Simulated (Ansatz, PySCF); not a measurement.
The pair A = CH4 (SMILES C) (first 5 atoms), B = Si2H6 (SMILES [SiH3][SiH3]); geometry from B3LYP-D3(BJ)/def2-TZVP.
(charge 0, multiplicity 1):
```xyz
13

C      0.055    -0.126     0.046
H     -0.373    -1.048     0.437
H     -0.535     0.722     0.392
H      1.080    -0.023     0.400
H      0.047    -0.155    -1.042
Si     1.059     0.453     4.165
Si    -1.127    -0.296     3.768
H      1.787    -0.525     5.009
H      1.029     1.757     4.872
H      1.799     0.623     2.892
H     -1.110    -1.608     3.077
H     -1.867     0.676     2.929
H     -1.845    -0.451     5.057
```

Frozen-core correlation.

The values were computed with Ansatz (Gaussian basis) for Hartree–Fock, density functionals and correlated methods; PySCF for the dispersion terms. Each number belongs to the level named beside it.

The monomers are drawn apart, rigid, along the line of their centres of mass. Counterpoise-corrected interaction energies (kcal/mol):

| level | R = 5.490 Å | R = 7.054 Å |
|---|---|---|
| PBE-D3(BJ)/def2-TZVPPD | -0.3258 | -0.0569 |
| wB97M-V/def2-TZVPPD | -0.2531 | -0.0500 |
| CCSD(T)/aug-cc-pV(D+d)Z | -0.2349 | -0.0486 |

Question: R is the distance of the centres of mass. Find the local exponent m of E ∝ R⁻ᵐ between the two points.

Answer: 
m = ln(E₁/E₂)/ln(R₂/R₁): PBE-D3(BJ)/def2-TZVPPD 7.0; wB97M-V/def2-TZVPPD 6.5; CCSD(T)/aug-cc-pV(D+d)Z 6.3. For scale, two fixed dipoles give m = 3, dipole and quadrupole 4, quadrupoles 5, and dispersion or dipole-induced dipole 6 at long range; at these distances several terms mix, and what is left of overlap and damping shifts m, so it need not match one of them.

Ansatz is a quantum-chemistry and plane-wave program.
